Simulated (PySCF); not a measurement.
These compounds are isomers of formula C7H9NSi.

A. `c1cc([SiH]2CC2)ccn1`
B. SMILES N#CC1=C[SiH2][C@H]2C[C@@H]1C2
C. SMILES N#C[C@H]1C[Si@@H](CC#C)C1
D. `c1ccc([C@@H]2C[SiH2]2)nc1`
E. SMILES C([C@H]1C[Si@](C#C)(C)C1)#N

Spectrum 1. 1H NMR (300 MHz, computed): δ 8.59 (d, 1H), 7.73 (m, 1H), 7.34 (d, 1H), 6.96 (m, 1H), 2.93 (m, 1H), 2.68 (m, 1H), 2.28 (m, 1H), 2.03 (m, 1H), 1.20 (m, 1H). 13C{1H} NMR (computed): δ 172.5 (C), 155.2 (CH), 141.7 (CH), 124.8 (CH), 122.3 (CH), 20.5 (CH), 8.3 (CH2).

Spectrum 2. 1H NMR (300 MHz, computed): δ 4.97 (m, 1H), 2.91 (m, 1H), 2.09 (m, 2H), 1.99 (m, 2H), 1.85 (m, 2H), 1.32 (t, 1H). 13C{1H} NMR (computed): δ 129.1 (C), 82.2 (C), 74.6 (CH), 22.5 (CH2), 17.8 (CH), 6.9 (CH2).

Spectrum 3. 1H NMR (300 MHz, computed): δ 2.92 (m, 1H), 2.27 (s, 1H), 2.04 (m, 2H), 1.94 (m, 2H), 0.47 (s, 3H). 13C{1H} NMR (computed): δ 129.4 (C), 106.9 (CH), 89.7 (C), 25.5 (CH2), 17.1 (CH), 1.1 (CH3).

Spectrum 4. 1H NMR (300 MHz, computed): δ 6.98 (t, 1H), 4.60 (m, 2H), 2.74 (m, 2H), 2.73 (m, 1H), 1.89 (m, 1H), 1.77 (m, 2H). 13C{1H} NMR (computed): δ 151.6 (C), 143.9 (CH), 123.5 (C), 40.3 (CH), 36.5 (CH2), 16.9 (CH).

Spectrum 5. 1H NMR (300 MHz, computed): δ 8.88 (d, 2H), 7.37 (d, 2H), 3.58 (m, 1H), 0.97 (m, 2H), 0.86 (m, 2H). 13C{1H} NMR (computed): δ 154.6 (CH), 148.7 (C), 133.2 (CH), 0.4 (CH2).

Level of theory: σ from GIAO-PBE0/pcSseg-1, GFN2-xTB geometry, in PySCF (one averaged value for each set of equivalent atoms, a single conformation, in vacuum, non-relativistic Hamiltonian).

References, each an isolated molecule treated in the same way: 1H (σref 31.72), 13C (σref 186.93) vs TMS. Where no couplings were computed, multiplicities follow the n + 1 count of equivalent neighbours, and m marks all less simple cases (inequivalent or close neighbours, rings, F or P nearby). Shifts are as computed. Against solution values, carbons near 30 ppm lie about +3 ppm off and those near 130 ppm about +5 ppm. Of 1211 compounds with measured shifts, 218 miss one by over three times the rms of a fit or turn the order of signals round; such compounds aren't used in these exercises.

Q: Match each spectrum to its structure.

A: 1–D, 2–C, 3–E, 4–B, 5–A.

- Spectrum 1 (D): 7 13C signals; δC 155.2 is an aromatic CH next to a ring nitrogen; δC 20.5 is a three-membered-ring carbon.
- Spectrum 2 (C): 6 13C signals; δC 129.1 is a nitrile carbon; δC 82.2 is an alkyne carbon.
- Spectrum 3 (E): 6 13C signals; δC 129.4 is a nitrile carbon; δC 89.7 is an alkyne carbon.
- Spectrum 4 (B): 6 13C signals; δC 151.6 is a fully substituted alkene carbon; δC 143.9 is an alkene CH.
- Spectrum 5 (A): 4 13C signals; δC 154.6 is an aromatic CH next to a ring nitrogen; δC 133.2 is an aromatic CH.
